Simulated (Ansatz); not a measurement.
C$_{4}$HF$_{5}$ (`FC1=C(F)C(F)(F)C1F`). The species carries charge 0 and has multiplicity 1. Geometry: relaxed with PBE0-D4/def2-TZVP.

```xyz
10

F    -1.573   -1.501   -1.091
C    -0.659   -0.752   -0.538
C     0.674   -0.739   -0.550
F     1.605   -1.432   -1.147
C     0.756    0.470    0.323
F     1.302    0.314    1.537
F     1.327    1.558   -0.235
C    -0.804    0.466    0.314
F    -1.375    0.268    1.536
H    -1.252    1.349   -0.148
```

Problem. What is the dipole moment at PBE/def2-TZVPP? (An estimate is asked.)

Solution. Computed: 1.54 D, with components (-0.72, 0.06, -1.35) D in this frame, pointing from negative to positive charge.

Problem. And with r2SCAN, B3LYP, ωB97M-V? (Best estimate.)

Solution. Computed: r2SCAN 1.58 D, B3LYP 1.62 D, ωB97M-V 1.61 D.

Problem. Give the Mulliken charges with PBE, B3LYP, r2SCAN in def2-TZVPP. (An estimate is asked.)

Solution. Computed: 
```
atom    PBE  B3LYP  r2SCAN
  F1  -0.12  -0.16   -0.16
  C2   0.15   0.21    0.20
  C3   0.03   0.08    0.06
  F4  -0.12  -0.16   -0.16
  C5   0.39   0.48    0.49
  F6  -0.14  -0.18   -0.18
  F7  -0.15  -0.20   -0.19
  C8   0.05   0.05    0.11
  F9  -0.17  -0.21   -0.21
 H10   0.07   0.09    0.05
```

B3LYP here is the variant with VWN-RPA as its local correlation; programs differ in this.
